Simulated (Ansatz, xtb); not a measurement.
**Ranking isomers of CH8GaNO**

4 gas-phase structures of CH8GaNO, found in a search over its isomers (lower ones may exist). Each was relaxed with GFN2-xTB; where two conformers were screened, the lower at r2SCAN-D4/def2-SVP is listed:

A. a singlet given by its coordinates
B. a singlet given by its coordinates
C. `C[NH2+][GaH2-][OH]`, a singlet
D. `C[OH+][GaH2-][NH2]`, a singlet

B (Å):

```xyz
12

C    -0.9367    0.6754    1.0445
Ga   -1.3992    0.4658   -0.9129
N    -0.5261   -1.4597   -1.4749
O    -0.3465    1.2353   -2.0873
H     0.1413    0.5461    1.1794
H    -1.4432   -0.0443    1.6879
H    -1.1868    1.6708    1.4210
H    -2.8348    0.2204   -1.4573
H    -0.8487   -2.3483   -1.1036
H     0.4713   -1.3645   -1.2945
H    -0.6497   -1.4587   -2.4853
H    -0.1935    2.1348   -2.3550
```

Close contacts (Å): C1–Ga2 2.02, Ga2–N3 2.19, Ga2–O4 1.75, C1–H5 1.09, C1–H6 1.09, C1–H7 1.09, Ga2–H8 1.55, N3–H9 1.02, N3–H10 1.02, N3–H11 1.02, O4–H12 0.95.

A (Å):

```yaml
atoms:
  - { symbol: C, position_ang: [3.3010, 0.0066, -1.0213] }
  - { symbol: Ga, position_ang: [0.3178, -0.2912, -0.2184] }
  - { symbol: N, position_ang: [-0.6105, 1.2194, -1.4989] }
  - { symbol: O, position_ang: [1.9215, -0.0078, -0.7628] }
  - { symbol: H, position_ang: [3.6342, -0.9650, -1.3960] }
  - { symbol: H, position_ang: [3.5280, 0.7673, -1.7765] }
  - { symbol: H, position_ang: [3.8619, 0.2410, -0.1126] }
  - { symbol: H, position_ang: [-0.0108, 0.2686, 1.1802] }
  - { symbol: H, position_ang: [-0.3450, -1.5771, -0.7533] }
  - { symbol: H, position_ang: [-1.6204, 1.3327, -1.4565] }
  - { symbol: H, position_ang: [-0.1743, 2.1109, -1.2662] }
  - { symbol: H, position_ang: [-0.3501, 0.9906, -2.4575] }
```

Close contacts (Å): C1–O4 1.40, Ga2–N3 2.19, Ga2–O4 1.72, C1–H5 1.09, C1–H6 1.10, C1–H7 1.09, Ga2–H8 1.54, Ga2–H9 1.54, N3–H10 1.02, N3–H11 1.02, N3–H12 1.02.

Task: Which do you expect lowest at r2SCAN-D4/def2-SVP, and how would the others follow?

Result: Calculated order at r2SCAN-D4/def2-SVP: B (0.000), C (0.557), A (0.960), D (1.243) eV.

Energies above the lowest of each column, in eV; the last columns are at B3LYP-D3(BJ)/def2-SVP geometries and were run for some of them only (a dash: not run or not comparable):

| structure | GFN2-xTB | HF/STO-3G | r2SCAN-D4/def2-SVP | B3LYP-D3(BJ)/def2-SVP | CCSD(T)/def2-SVP + ΔMP2/def2-TZVPP |
| --- | --- | --- | --- | --- | --- |
| B | 0.350 | 0.000 | 0.000 | 0.000 | 0.000 |
| C | 0.000 | 0.166 | 0.557 | 0.473 | 0.649 |
| A | 0.476 | 0.228 | 0.960 | – | – |
| D | 1.033 | 0.050 | 1.243 | – | – |

CCSD(T)/def2-SVP + ΔMP2/def2-TZVPP puts B lowest of those it was run on; GFN2-xTB picks C. Flexible structures stand in one conformer each, not always the lowest. Frequencies (B3LYP-D3(BJ)/def2-SVP) were run for B, C alone. The ΔMP2 step shifts differences by up to 0.160 eV, which makes them less sure. ΔMP2 is the change of the MP2 energy from the smaller to the larger basis.

Over these structures GFN2-xTB departs from r2SCAN-D4/def2-SVP by 0.295 eV on average once a common shift is removed. A GFN2-xTB relaxation took about 0.093 s and the r2SCAN-D4/def2-SVP energy about 1.8 s on a shared host (Ansatz 0.2.0, xtb 6.7.1).
